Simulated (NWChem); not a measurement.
Species: C2H8BN; SMILES BN(C)C

```xyz
12

B      0.0000     1.5402     0.0000
H     -1.0463     2.1224     0.0003
H      1.0463     2.1224    -0.0002
N      0.0000     0.1472    -0.0001
C      1.2171    -0.6557    -0.0001
C     -1.2171    -0.6557     0.0001
H      1.2601    -1.3032     0.8873
H      1.2589    -1.3046    -0.8867
H      2.0909    -0.0021    -0.0016
H     -1.2600    -1.3034    -0.8873
H     -1.2589    -1.3045     0.8867
H     -2.0909    -0.0022     0.0013
```
Atoms are numbered in this order, from 1.

Level: B3LYP/6-31G* (spherical d) (NWChem), optimised geometry, unscaled harmonic frequencies. 

Problem. List the harmonic frequencies with IR intensities, and the thermochemistry.

Solution. 
| frequency (cm⁻¹) | IR intensity (km/mol) |
|---|---|
| 212 | 0.0 |
| 218 | 0.0 |
| 344 | 4.9 |
| 416 | 0.5 |
| 429 | 4.6 |
| 539 | 0.0 |
| 844 | 3.9 |
| 942 | 3.3 |
| 991 | 33.6 |
| 1084 | 8.8 |
| 1131 | 22.6 |
| 1139 | 0.0 |
| 1196 | 1.6 |
| 1258 | 42.1 |
| 1259 | 23.3 |
| 1469 | 0.4 |
| 1475 | 69.3 |
| 1504 | 4.6 |
| 1511 | 0.0 |
| 1523 | 15.4 |
| 1530 | 14.3 |
| 1574 | 34.4 |
| 2603 | 119.7 |
| 2679 | 151.5 |
| 3017 | 32.8 |
| 3025 | 85.6 |
| 3063 | 86.9 |
| 3064 | 0.0 |
| 3160 | 17.2 |
| 3162 | 12.7 |

- zero-point energy = 66.2 kcal/mol
- thermal correction to the enthalpy at 298.15 K (with zero-point energy) = 70.2 kcal/mol
- heat capacity Cv = 18.4 cal/(mol K)
- entropy at 298.15 K and 1 atm (symmetry number 2) = 69.1 cal/(mol K)
- dipole moment = 2.06 D

Rigid rotor and harmonic oscillator.
